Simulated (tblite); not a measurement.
C₅H₅OPS.
Bonds: C1–C2, C2–P3 (aromatic), P3–C4 (aromatic), C4–S5 (aromatic), S5–C6 (aromatic), C6–C7, C7–O8 (double), C2–C6 (aromatic). Hydrogens: H9, H10, H11 on C1; H12 on C4; H13 on C7.

Computed with GFN2-xTB (tblite), gas phase: L-BFGS steps from a force-field or distance-geometry start until the largest atomic force falls under 0.01 eV/Å.

Step 1: E = -626.7118 eV
```
atom  x, y, z in Å  |  force x, y, z in eV/Å
C1     -1.0794   -1.3709   -0.5889    0.167   0.069   0.035
C2      0.1264   -0.5592   -0.1866    0.188  -0.208   0.046
P3      1.7642   -1.3416   -0.2575   -0.623   1.710   0.450
C4      2.5173    0.1218    0.3130    0.052  -0.679  -0.140
S5      1.5681    1.5016    0.6927    0.175  -0.617  -0.239
C6      0.0519    0.7553    0.2585    0.043  -0.315  -0.131
C7     -1.1447    1.5913    0.4079    1.079   0.080   0.230
O8     -2.2608    1.2460    0.1695   -1.091  -0.465  -0.310
H9     -0.8042   -2.3843   -0.9014    0.145   0.250   0.101
H10    -1.7825   -1.4599    0.2444    0.069   0.174  -0.139
H11    -1.5961   -0.8946   -1.4253   -0.017   0.053   0.184
H12     3.5975    0.1720    0.4640   -0.508   0.187  -0.013
H13    -0.9622    2.6230    0.7921    0.323  -0.238  -0.074
```

Step 2: E = -626.7506 eV
```
atom  x, y, z in Å  |  force x, y, z in eV/Å
C1     -1.0791   -1.3687   -0.5879    0.412   0.033   0.007
C2      0.1373   -0.5661   -0.1852   -0.838   0.166   0.014
P3      1.7471   -1.2881   -0.2429   -0.357  -1.067  -0.434
C4      2.5139    0.0974    0.3065    0.666   1.110   0.510
S5      1.5743    1.4856    0.6868   -0.006  -0.242  -0.125
C6      0.0525    0.7449    0.2542    0.040   0.192   0.072
C7     -1.1288    1.5904    0.4116   -1.264  -0.729  -0.350
O8     -2.2780    1.2374    0.1638    1.317   0.295   0.231
H9     -0.8002   -2.3782   -0.8989    0.134   0.135   0.061
H10    -1.7798   -1.4555    0.2395   -0.023   0.160   0.026
H11    -1.5961   -0.8939   -1.4198   -0.030   0.125   0.085
H12     3.5866    0.1775    0.4642   -0.329   0.047  -0.037
H13    -0.9540    2.6177    0.7904    0.277  -0.226  -0.061
```

Step 3: E = -626.7952 eV
```
atom  x, y, z in Å  |  force x, y, z in eV/Å
C1     -1.0747   -1.3686   -0.5879    0.056   0.056   0.011
C2      0.1283   -0.5641   -0.1852   -0.250   0.099   0.052
P3      1.7449   -1.3016   -0.2479   -0.215  -0.046  -0.073
C4      2.5208    0.1095    0.3118   -0.082   0.144   0.093
S5      1.5736    1.4842    0.6859   -0.012  -0.147  -0.089
C6      0.0529    0.7475    0.2552   -0.014   0.024   0.009
C7     -1.1377    1.5848    0.4089    0.063  -0.170  -0.014
O8     -2.2683    1.2395    0.1655    0.009  -0.128  -0.058
H9     -0.7993   -2.3772   -0.8985    0.160   0.096   0.049
H10    -1.7803   -1.4543    0.2402    0.032   0.146  -0.045
H11    -1.5965   -0.8927   -1.4195   -0.003   0.083   0.117
H12     3.5838    0.1776    0.4637   -0.004   0.110   0.025
H13    -0.9519    2.6158    0.7899    0.259  -0.266  -0.076
```

Step 4: E = -626.8026 eV
```
atom  x, y, z in Å  |  force x, y, z in eV/Å
C1     -1.0735   -1.3676   -0.5876   -0.023   0.042   0.008
C2      0.1241   -0.5627   -0.1843   -0.099   0.055   0.039
P3      1.7403   -1.3007   -0.2487   -0.144   0.000  -0.044
C4      2.5200    0.1117    0.3134   -0.095  -0.029   0.024
S5      1.5737    1.4808    0.6841   -0.052  -0.002  -0.038
C6      0.0528    0.7476    0.2552   -0.029   0.022   0.013
C7     -1.1377    1.5812    0.4084    0.136  -0.088   0.009
O8     -2.2673    1.2375    0.1647   -0.081  -0.155  -0.072
H9     -0.7964   -2.3753   -0.8975    0.155   0.078   0.042
H10    -1.7797   -1.4516    0.2393    0.013   0.125  -0.024
H11    -1.5965   -0.8912   -1.4173   -0.012   0.084   0.084
H12     3.5829    0.1796    0.4641    0.001   0.103   0.025
H13    -0.9471    2.6112    0.7886    0.230  -0.234  -0.064
```

Q: Estimate the geometry and energy of step 5. (The exact step hangs on the optimiser's Hessian estimate; all steps are aligned on step 4, rigid shifts and turns removed.)

A: E = -626.8137 eV, largest force 0.256 eV/Å
```
atom  x, y, z in Å  |  force x, y, z in eV/Å
C1     -1.0724   -1.3647   -0.5870   -0.106   0.019   0.003
C2      0.1154   -0.5595   -0.1818    0.140  -0.023   0.003
P3      1.7278   -1.2979   -0.2511    0.039  -0.001  -0.005
C4      2.5169    0.1131    0.3166   -0.092  -0.229  -0.069
S5      1.5724    1.4758    0.6801   -0.085   0.218   0.049
C6      0.0516    0.7480    0.2555   -0.003  -0.020   0.016
C7     -1.1357    1.5719    0.4074    0.032   0.003  -0.006
O8     -2.2662    1.2300    0.1614   -0.056  -0.122  -0.045
H9     -0.7868   -2.3695   -0.8946    0.112   0.044   0.024
H10    -1.7785   -1.4433    0.2371   -0.054   0.064   0.048
H11    -1.5971   -0.8862   -1.4112   -0.042   0.087  -0.012
H12     3.5803    0.1863    0.4654   -0.022   0.065   0.014
H13    -0.9321    2.5965    0.7845    0.136  -0.106  -0.020
```

The energy changes by -0.0111 eV. The first-order estimate −F·Δx gives -0.0181 eV and the mean of the old and new forces, exact on a quadratic surface, -0.0111 eV. The step makes an angle of 23° with the force vector and moves no atom by more than 0.021 Å.
